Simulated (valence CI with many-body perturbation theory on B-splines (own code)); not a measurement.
The numbers below are computed, except where a source is named.
**From CI to CI+MBPT in Ta I**

Level of theory: valence CI with perturbative core correlation (CI+MBPT): five valence electrons over a frozen Dirac-Fock core [Xe] 4f14, radial functions for each j: 7 s, 7 p, 8 d, 6 f, 4 g, 1 h, with the one-electron correlation potential Σ1 (screened to all orders), the two-electron term Σ2, the three-electron term Σ3, Breit, model QED; selected single and double excitations, second order for the rest, scaled by the run's own slope (own B-spline code, finite nucleus).

Set against measurement, 6 paired levels are off by 56 cm⁻¹ on average, the worst by 151. These come from a selection out of the NIST Handbook of Basic Atomic Spectroscopic Data. Levels without a partner in it may be off by more, other configurations by 1,000 to 4,000 cm⁻¹. Among the levels kept, up to 1500 cm⁻¹ of a level comes from second order outside the variational space, and about a tenth of that is noise between levels of different J, which matters for small intervals.

Each rung adds one term. CI alone is the Dirac-Coulomb CI over the frozen core; QED comes last and gives the full result, which names the levels. Energies are above 5d³6s² ⁴F_3/2 on the same rung, in cm⁻¹. A blank means that the level has no clear partner on that rung.

Names give the largest LS component (configuration and term), which can be under half, so a name can repeat, a term be missing and a line seem to break the LS rules; names also repeat where a configuration has a term twice. Letters in brackets count levels of one name in rising energy.

```tsv
Level	CI alone	Σ1	Σ2	Σ3	Breit	QED	Full
5d³6s² ⁴F_5/2	1539	+405	+51	-6.5	-46	+8.4	1950
5d³6s² ⁴F_7/2	3100	+718	+157	-11	-85	+16	3895
5d³6s² ⁴F_9/2	4507	+907	+283	-16	-109	+19	5592
5d³6s² ⁴P_1/2	6386	+258	-669	+134	-52	-27	6030
5d³6s² ⁴P_3/2	5940	+342	-112	+113	-49	-13	6220
5d⁴6s ⁶D_1/2	13932			+80	-114	-74	9187
5d³6s² ⁴P_5/2				+108	-131	-53	9264
5d⁴6s ⁶D_3/2				+87	-123	-82	9480
5d³6s² ²G_7/2	8323	+1045	+667	-32	-76	+15	9941
5d⁴6s ⁶D_5/2				+83	-134	-32	10550
5d³6s² ²G_9/2			+581	-23	-95	-3.0	10903
5d³6s² ²D_3/2	9165			+57	-97	+12	10971
5d⁴6s ⁶D_7/2	15960	-815	-3486	+86	-174	-90	11481
5d³6s² ²P_1/2	10214			+132	-91	+11	12019
5d⁴6s ⁶D_9/2				+56	-187	-65	12624
5d³6s² ²D_5/2	11218	+1360	+561	+86	-120	+10	13116
5d³6s² ²H_11/2	13423	+1483	+652	-66	-112	+28	15409
5d³6s² ²H_9/2	13348	+1704	+705	-48	-137	+28	15599
5d³6s² ²P_3/2			+995	+79	-163	+28	16153
5d³6s6p ⁶G°_3/2			+1814	+68	+29	-56	16903
5d³6s² ²F_5/2	16577	+1124	-157	+122	-102	-6.4	17557
5d³6s² ²F_7/2	16596	+1223	-121	+109	-112	-4.8	17690
5d³6s6p ⁶G°_5/2 [a]				+56	+57	-14	17921
5d³6s6p ⁴D°_1/2	13131	+2536	+2303	+198	+35	-30	18171
5d³6s6p ⁶G°_5/2 [b]				+46	+59	+13	18878
5d³6s6p ⁴D°_3/2			+2075	+129	+16	-29	19296
5d⁴6s ⁴D_1/2 [a]			-1974	-114	-88	-108	19790
5d³6s6p ⁶G°_7/2				+67	-34	-47	20014
5d²6s²6p ²S°_1/2	14031	+2973	+2838	+286	+21	+5.5	20155
5d⁴6s ⁴H_7/2	23914	-631	-2774	-33	-127	-100	20248
5d²6s²6p ²D°_3/2			+3265	+81	+55	+30	20708
```

The middle columns are the shifts that each term adds.

(1) How does the ionisation energy move along the ladder, and which term matters most?

Results:

(1) CI alone 7.2077, + Σ1 7.8003, + Σ2 7.5049, + Σ3 7.4815, + Breit 7.4766, + QED 7.4696 eV. The largest step is Σ1, 0.5925 eV. NIST lists 7.54957 eV (measured), further off than its uncertainty and the later steps.
